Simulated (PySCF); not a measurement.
# KBa at PBE0

Level: PBE0. PySCF, spin-free X2C with a Gaussian nucleus, basis sets K x2c-TZVPall, Ba x2c-TZVPall.

| Item | Value |
| --- | --- |
| state | ²Σ⁺ (doublet), unpaired electrons σ ↑ |
| bond length | 4.546 Å |
| harmonic wavenumber | 61.0 cm⁻¹ |
| force constant | 0.0665 mdyn/Å |
| rotational constant Be | 0.02685 cm⁻¹ |
| anharmonicity ωexe | 0.357 cm⁻¹ |
| vibration–rotation constant αe | 0.000171 cm⁻¹ |
| well depth De to K + Ba | 26 kJ/mol |
| dissociation energy D0 | 25 kJ/mol |
| bond order (Mayer) | 0.60 |
| dipole moment (positive dipole means K(−)Ba(+)) | -1.42 D |

The bond is weak. Basis-set superposition, not corrected here, can be much of De in a small basis, most of all at correlated wavefunction levels. Functionals without a dispersion term scatter widely for such bonds, and LDA overbinds them. Spin–orbit coupling is left out. The state was picked by a PBE0 search and need not be the measured ground state.
